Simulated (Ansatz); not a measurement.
Coupled-cluster diagnostics for Al(H2S)F3 (AlH2SF3), Ansatz.

Geometry of the singlet (PBE-D4/def2-SVP):

Cartesian coordinates in Å:
```
Al 0.550 0.750 -0.447
S -0.351 -0.952 1.153
H -1.651 -0.594 0.940
H -0.416 -1.935 0.209
F 0.302 2.132 0.463
F -0.536 0.450 -1.688
F 2.101 0.149 -0.630
```

Correlated methods freeze 13 core orbitals.

(1) Estimate the CCSD(T) correlation energy, the shares of MP2 and (T), T1 and the reference's ⟨S²⟩ for: charge 0, singlet, own geometry in def2-TZVPP; and the rough time on 2 threads of AMD EPYC 7R13 on a shared host and a share (18 GiB) of an NVIDIA H100 80GB HBM3.

Answers

(1) 
```csv
state,basis,correlation (eV),MP2 share (%),(T) share (%),T1,⟨S²⟩ (pure),wall time
"charge 0, singlet, own geometry",def2-TZVPP,-29.280,95.1,2.9,0.012,0.00 (0.00),11 s
```
Customary marks for T1 are 0.02 (closed shells), 0.045 (open shells) and about 0.05 (3d metals). T1 stays under 0.02 throughout.
